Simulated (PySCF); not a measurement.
# XPS shifts beside NMR shieldings

C6H13BO2.
Bonds: C1–C2 (double), C2–C3, C3–C4, C2–B5, B5–O6, O6–C7, B5–O8, O8–C9. Hydrogens: H10, H11 on C1; H12, H13 on C3; H14, H15, H16 on C4; H17, H18, H19 on C7; H20, H21, H22 on C9.

Binding energies: PySCF, delta-SCF UKS SCAN, pcX-2 on the ionised atom, pcseg-1 elsewhere, spin-free X2C. Shieldings: GIAO B3LYP/pcSseg-1, non-relativistic, same geometry.

| atom | isotropic shielding (ppm) |
| --- | --- |
| C1 | 48.1 |
| C2 | 20.7 |
| C3 | 142.2 |
| C4 | 161.8 |
| C7 | 127.3 |

Question: What are the C 1s binding energies of these atoms?

Answer: 
```json
{"atom": "C2", "environment": "fully substituted alkene carbon", "C 1s (eV)": "289.76", "isotropic shielding (ppm)": "20.7"}
{"atom": "C1", "environment": "terminal =CH2 carbon", "C 1s (eV)": "289.80", "isotropic shielding (ppm)": "48.1"}
{"atom": "C3", "environment": "allylic carbon", "C 1s (eV)": "290.28", "isotropic shielding (ppm)": "142.2"}
{"atom": "C4", "environment": "methyl carbon", "C 1s (eV)": "290.29", "isotropic shielding (ppm)": "161.8"}
{"atom": "C7", "environment": "methoxy carbon", "C 1s (eV)": "292.04", "isotropic shielding (ppm)": "127.3"}
```

Question: Among the listed atoms, is the one with the highest binding energy also the least shielded?

Answer: No. The highest binding energy is at C7 (292.04 eV, shielding 127.3 ppm), the lowest shielding at C2 (20.7 ppm, 289.76 eV).

By binding energy: C2 ≈ C1 < C3 ≈ C4 < C7. By shielding: C2 < C1 < C7 < C3 < C4.

Of atoms equivalent by bonding only the ionised one is listed; its partners' own values can differ in this conformer. One conformer (not necessarily the lowest) at the PBE0-D3(BJ)/def2-SVP geometry, without solvent, vibrations or thermal averaging.

The values belong to the conformer `[CH2:1]=[C:2]([CH2:3][CH3:4])[B:5]([O:6][CH3:7])[O:8][CH3:9]`: C1–C2–C3–C4 121°, C1–C2–B5–O6 142°, C2–B5–O6–C7 180°, C2–B5–O8–C9 -5°.
